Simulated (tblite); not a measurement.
C8H6F (doublet state).
Atom-mapped SMILES: `[F:1][C:2]1=[CH:3][C@@H:4]2[C@@H:5]3[CH:6]=[CH:7][C:8]1[C@H:9]23` (hydrogens: H10 on C3; H11 on C4; H12 on C5; H13 on C6; H14 on C7; H15 on C9)

The geometry is computed with GFN2-xTB (gas phase). This method treats the open shell by occupation alone, without spin polarisation.

Some entries are withheld.

```csv
coordinate,value
F1–C2,1.335 Å
C2=C3,1.349 Å
C3–C4,1.461 Å
C4–C5,1.592 Å
C5–C6,1.462 Å
C6=C7,?
C7–C8,?
C8–C9,1.513 Å
C2–C8,?
C4–C9,?
C5–C9,1.495 Å
C3–H10,1.074 Å
C4–H11,1.080 Å
C5–H12,1.080 Å
C6–H13,1.076 Å
C7–H14,1.075 Å
C9–H15,1.078 Å
F1–C2–C3,125.4°
F1–C2–C8,122.9°
C3–C2–C8,110.7°
C2–C3–C4,?
C3–C4–C5,121.5°
C3–C4–C9,107.6°
C5–C4–C9,?
C4–C5–C6,121.1°
C4–C5–C9,57.9°
C6–C5–C9,107.0°
C5–C6–C7,110.7°
C6–C7–C8,108.8°
C7–C8–C9,106.6°
C2–C8–C7,103.7°
C2–C8–C9,?
C4–C9–C8,102.6°
```

Q: Fill in the missing values.

A: 
- C6=C7 = 1.348 Å, drawn double in one of several resonance forms (both ends carbon bonded to 2 C and H); 0.11 Å below the sum of covalent radii, 1.46 Å.
- C7–C8 = 1.469 Å, drawn single in one of several resonance forms (ends: carbon bonded to 2 C and H; carbon bonded to 3 C); 0.01 Å above the sum of covalent radii, 1.46 Å.
- C2–C8 = 1.466 Å, drawn single in one of several resonance forms (ends: carbon bonded to 2 C and F; carbon bonded to 3 C); 0.01 Å above the sum of covalent radii, 1.46 Å.
- C4–C9 = 1.496 Å, drawn single (both ends carbon bonded to 3 C and H); 0.02 Å below the sum of covalent radii, 1.52 Å.
- C2–C3–C4 = 109.0°, at the carbon bonded to 2 C and H, inside a 5-membered ring; the outer atoms are 2.289 Å apart.
- C5–C4–C9 = 57.8°, at the carbon bonded to 3 C and H, inside a 3-membered ring; the outer atoms are 1.495 Å apart.
- C2–C8–C9 = 105.1°, at the carbon bonded to 3 C, inside a 5-membered ring; the outer atoms are 2.365 Å apart.

Radii are Cordero's, carbon taken as 0.76, 0.73 or 0.69 Å for four, three, and two or fewer neighbours.

Its GFN2-xTB frequencies are all real (lowest 157 cm⁻¹). Torsions: C2–C3–C4–C5 54°, C3–C4–C5–C6 0°, C4–C5–C6–C7 -54°, C6–C7–C8–C9 -17°.

One conformer stands for the species.
